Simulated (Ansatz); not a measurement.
`[F][SbH][AlH2]` + H₂Se → `[F][SbH][SeH]` + `[AlH3]` at 600 K and 1 bar (cleavage of the Sb–Al bond).

Gas-phase electronic energies from Ansatz, PBE0-D4/def2-TZVP geometries. CCSD(T)/CBS is the MP2 limit (def2-TZVPP, def2-QZVPP) plus CCSD(T) − MP2 in def2-TZVPP, frozen cores. This one scheme is used for every species. def2 core potentials past Kr. For Sb, Se outer-core shells are correlated without core-valence functions, which leaves a few kJ/mol of doubt a bond. Scalar relativity is left out up to krypton. One conformer a species, not always the lowest.

```json
{"species": "`[F][SbH][AlH2]`", "CCSD(T)/CBS energy (Eh)": "-583.62706", "H − E (kJ/mol)": "104.6", "S (J/(mol·K))": "400.1"}
{"species": "H₂Se", "CCSD(T)/CBS energy (Eh)": "-2401.89790", "H − E (kJ/mol)": "57.0", "S (J/(mol·K))": "244.8"}
{"species": "`[F][SbH][SeH]`", "CCSD(T)/CBS energy (Eh)": "-2741.75603", "H − E (kJ/mol)": "85.4", "S (J/(mol·K))": "382.3"}
{"species": "`[AlH3]`", "CCSD(T)/CBS energy (Eh)": "-243.78045", "H − E (kJ/mol)": "74.2", "S (J/(mol·K))": "242.3"}
```

H − E and S are ideal-gas, rigid-rotor, harmonic terms from PBE0-D4/def2-TZVP, for one conformer and one mirror image of each species. 1 Eh = 2625.50 kJ/mol, R = 8.31446 J/(mol·K).

Problem. By hand: ΔE, ΔH, ΔS and ΔG.

Solution. ΔE = (-2741.75603) + (-243.78045) − (-583.62706) − (-2401.89790) = -0.01152 Eh = -30.2 kJ/mol. Δ(H − E) = 85.4 + 74.2 − 104.6 − 57.0 = -2.0, so ΔH = -32.2 kJ/mol. ΔS = 382.3 + 242.3 − 400.1 − 244.8 = -20.3 J/(mol·K). ΔG = -32.2 − 600 × (-20.3)/1000 = -20.0 kJ/mol.

Problem. By hand: the equilibrium constant, and the temperature at which ΔG would vanish if ΔH and ΔS stayed fixed.

Solution. log₁₀ K = −ΔG/(RT ln 10) = 1.7. ΔG = 0 at ΔH/ΔS = 1586 K.

TΔS isn't small against ΔH here. A doubt of 5 kJ/mol in ΔE shifts log₁₀ K by 0.4 here. Other conformers and mirror images would add mixing entropy, several J/(mol·K) or more a flexible species. These are equilibria of isolated gas molecules and say nothing of rates. Largest T1 diagnostic: 0.014 (customary marks: 0.02 for closed shells, 0.045 for open ones).
